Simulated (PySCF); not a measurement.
# Titanium: a sound run and one with changed settings

Sound run: Ti²⁺ [Ar] 3d2, Ti³⁺ [Ar] 3d1. Calculation: PySCF 2.14, in Sapporo-DKH3-DZP-2012; the spin-free X2C one-electron Hamiltonian (Gaussian nucleus). In the sound run the correlated levels freeze [Ar]. The sound run starts from symmetry-adapted Hartree-Fock orbitals and uses a fine grid where one is needed.

Changed run: all electrons correlated in a basis built for the valence shell.

| species | method | sound run (hartree) | changed run (hartree) | converged |
| --- | --- | --- | --- | --- |
| Ti²⁺ | MP2 | -852.04860 | -852.26306 | yes |
| Ti³⁺ | MP2 | n/a | -851.28179 | yes |

Ionisation energy of Ti²⁺:

| method | sound run (eV) | changed run (eV) |
| --- | --- | --- |
| UHF | 26.662 | 26.662 |
| MP2 | 26.717 | 26.702 |
| SCS-MP2 | 26.680 | 26.675 |

A valence basis has no tight correlating functions, so it recovers only part of the core correlation, and not evenly between atom and ion.

For comparison, NIST gives 27.492 eV between the lowest levels.
